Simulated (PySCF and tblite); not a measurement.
Results of a calculation; reference values are marked as such.
System: C5H7FO, numbered as in [O:1]=[C:2]1[CH2:3][CH2:4][C@@H:5]([F:6])[CH2:7]1.

The path came from a restrained scan, a climbing-image band and a saddle search at GFN2-xTB; energies are PBE0/pcSseg-1 + D3(BJ)//B3LYP-D3(BJ)/def2-SVP, thermal terms GFN2-xTB. Rates follow Eyring's equation with the number of equivalent paths and no tunnelling. Programs: tblite and PySCF.

Q: Estimate the barrier and the room-temperature rate of the inversion of the 5-membered ring (2–3–4–5–7).

A: The electronic barrier is 3.5 kcal/mol and ΔG‡(298 K) 3.7 kcal/mol, over a C1 saddle (flat) with an imaginary mode of 100i cm⁻¹ (GFN2-xTB). With 1 equivalent path, k is 1.1×10¹⁰ s⁻¹, a mean lifetime of the start of 88 ps against this motion. The end lies 1.2 kcal/mol above the start in free energy.
